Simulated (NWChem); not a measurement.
Molecule: C2HCl2, doublet; SMILES Cl/[C]=C/Cl

Results from NWChem. Pople sets run with spherical d functions. Spin-unrestricted. In the optimisation the excess spin sits in a' (Cs, its own frame). The geometry was optimised at PBE0/def2-SVP, spin-unrestricted. No stability test was run on the SCF state. B3LYP is NWChem's, with the RPA form of VWN correlation. Level: B3LYP/6-31G* with SMD (1 M gas to 1 M solution), gas-phase geometry. Reactions with the solvent are ignored.

Question: What does the run give for solvent chloroform? Quantities: solvation free energy (kcal/mol); cavity-dispersion-structure term (kcal/mol); dipole in solution (D).

Answer: 
```yaml
solvation free energy (kcal/mol): -2.8
cavity-dispersion-structure term (kcal/mol): -1.3
dipole in solution (D): 1.66
```
